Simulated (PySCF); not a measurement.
How methods differ on the excitation energy of Cr

Cr [Ar] 3d5 4s1 (7S) → Cr [Ar] 3d5 4p1 (7P), as a difference of total energies. Computed with PySCF 2.14 in x2c-QZVPPall, with scalar relativity by spin-free X2C-1e. Correlated levels: valence: [Ar] frozen. The calculations carry no spin-orbit coupling.

```
           method  excitation energy (eV)  error (eV)
              UHF                   2.687      -0.216
    MP2 (valence)                   2.925      +0.022
SCS-MP2 (valence)                   2.767      -0.136
   CCSD (valence)                   2.842      -0.061
CCSD(T) (valence)                   2.832      -0.071
```

Reference: 2.903 eV (measured; NIST levels, between the centres of gravity of the two terms).

Errors of the correlated levels include the incompleteness of this basis and the frozen core.

The basis was made for the ground configuration and has no added diffuse functions, so the excitation energy can come out too high.

The coupled-cluster amplitudes are large for the upper state (T1 above 0.03 or a double amplitude above 0.15), so a single reference is strained.
